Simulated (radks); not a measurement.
Task: All-electron atom: Tb XVII in [Kr] 4d10 4f3. Calculated with a radial shooting solver on a logarithmic mesh with Libxc functionals: Dirac Kohn-Sham, PBE, spin-unpolarised, spherical densities, point nucleus; open shells fill j = l - 1/2 first. Some entries of the table are withheld. Estimate them.

| orbital | occ. | eigenvalue (hartree) | <r> (bohr) | r(max) (bohr) |
|---|---|---|---|---|
| 1s1/2 | 2 | -1917.155 | 0.02150 | 0.01364 |
| 2s1/2 | 2 | -328.7216 | 0.09096 | 0.07766 |
| 2p1/2 | 2 | -313.0115 | 0.07590 | 0.05859 |
| 2p3/2 | 4 | -285.5754 | 0.08285 | 0.06451 |
| 3s1/2 | 2 | -83.31248 | 0.2388 | 0.2199 |
| 3p1/2 | 2 | -76.49183 | (1) | (2) |
| 3p3/2 | 4 | -70.81998 | (3) | (4) |
| 3d3/2 | 4 | -59.08084 | 0.2139 | 0.1744 |
| 3d5/2 | 6 | -57.84461 | 0.2180 | 0.1779 |
| 4s1/2 | 2 | -26.62386 | 0.5299 | 0.5005 |
| 4p1/2 | 2 | (5) | (6) | 0.5030 |
| 4p3/2 | 4 | (7) | (8) | 0.5280 |
| 4d3/2 | 4 | -18.06869 | 0.5810 | (9) |
| 4d5/2 | 6 | -17.80983 | 0.5892 | (10) |
| 4f5/2 | 3 | -12.33139 | 0.6166 | 0.4980 |
| 4f7/2 | 0 | -12.28212 | 0.6201 | 0.5011 |

Result: 
(1) 3p1/2 <r> (bohr): 0.2284
(2) 3p1/2 r(max) (bohr): 0.2073
(3) 3p3/2 <r> (bohr): 0.2416
(4) 3p3/2 r(max) (bohr): 0.2197
(5) 4p1/2 eigenvalue (hartree): -23.91515
(6) 4p1/2 <r> (bohr): 0.5376
(7) 4p3/2 eigenvalue (hartree): -22.56595
(8) 4p3/2 <r> (bohr): 0.5637
(9) 4d3/2 r(max) (bohr): 0.5289
(10) 4d5/2 r(max) (bohr): 0.5366
